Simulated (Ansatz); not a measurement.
Pulling on the Ge1–F3 bond in FGeH (SMILES [F][GeH]) (multiplicity 1 held, fragments rigid). Energies count from the point at 1.770 Å.
Geometry at that point (charge 0, multiplicity 1):
```xyz
3

Ge    -0.114    -0.227     0.281
H     -0.985    -1.053    -0.799
F      0.514     0.924    -0.909
```

Restricted levels (R-, RO-) in cc, def2 and unpolarised 6-31G sets keep to the state of the molecule at rest. Unrestricted levels (U-) break spin symmetry where that is lower. Active spaces are followed from a long bond inwards. Levels need not reach the same state.

Cores are frozen in the correlated methods. Filled d and f shells under p-block atoms count as core.

The values were computed with Ansatz (Gaussian basis) for Hartree–Fock, density functionals and correlated methods. Values without a source in brackets are computed.

Energies in eV.

| R (Å) | U-MP2/cc-pVDZ | U-CCSD/cc-pVDZ | R-CCSDT/cc-pVDZ | CASSCF(6,4)/cc-pVDZ | FIC-NEVPT4(SD) on CASSCF(6,4)/cc-pVDZ | FIC-MRCISD+Q on CASSCF(6,4)/cc-pVDZ |
|---|---|---|---|---|---|---|
| 1.416 | 3.39 | 3.38 | 3.41 | 3.27 | 3.41 | 3.38 |
| 1.593 | 0.60 | 0.60 | 0.62 | 0.59 | 0.63 | 0.61 |
| 1.770 | 0.00 | 0.00 | 0.00 | 0.00 | 0.00 | 0.00 |
| 1.948 | 0.31 | 0.30 | 0.28 | 0.28 | 0.29 | 0.29 |
| 2.125 | 0.97 | … | 0.91 | 0.89 | 0.92 | 0.92 |
| 2.390 | 2.09 | … | 1.97 | 1.88 | 2.00 | 1.98 |
| 2.656 | 4.03 | 3.07 | 2.91 | 2.71 | 2.95 | 2.94 |
| 3.098 | 4.82 | 4.20 | 4.04 | 3.54 | 4.05 | 4.05 |
| 3.541 | 5.01 | 4.58 | 4.60 | 3.85 | 4.51 | 4.52 |
| 4.072 | 5.07 | … | 4.81 | 3.96 | 4.68 | 4.68 |
| 4.780 | 5.09 | 4.71 | 4.85 | 3.99 | 4.84 | 4.73 |
| 5.665 | 5.09 | 4.71 | 4.84 | 4.00 | 4.87 | 4.74 |

Question: Fill in the missing entries.

Answer: 
- 2.125, U-CCSD/cc-pVDZ: 0.95
- 4.072, U-CCSD/cc-pVDZ: 4.69
- 2.390, U-CCSD/cc-pVDZ: 2.05

Doubts at one or more of the structures used: a spin-contaminated determinant (U-MP2/cc-pVDZ, U-CCSD/cc-pVDZ); T1 above 0.05 (U-CCSD/cc-pVDZ, R-CCSDT/cc-pVDZ); a restricted determinant that unrestricted orbitals would lower (R-CCSDT/cc-pVDZ); other coupled-cluster roots lie near (R-CCSDT/cc-pVDZ); active orbitals that take no part (CASSCF(6,4)/cc-pVDZ, FIC-NEVPT4(SD) on CASSCF(6,4)/cc-pVDZ, FIC-MRCISD+Q on CASSCF(6,4)/cc-pVDZ).

Ansatz is a program for electronic structure.
